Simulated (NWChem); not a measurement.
Two isomers of C3H7NSi, each optimised at PBE-D3(BJ)/def2-SVP with NWChem. Flexible species stand in one conformer each, which need not be the lowest. For one or both, no frequency run checked for a minimum.

A: [Si@H](N)(C#C)C
B: CC1=NC[SiH2]1

Q: Which is lower in energy, by how much, and how do their other properties compare?

A: A is lower by 10.1 kcal/mol in electronic energy.
```json
[
 {"": "highest occupied level (eV)", "A": "-5.70", "B": "-5.25"},
 {"": "orbital gap (eV)", "A": "4.97", "B": "3.75"},
 {"": "dipole (D)", "A": "0.94", "B": "1.38"}
]
```
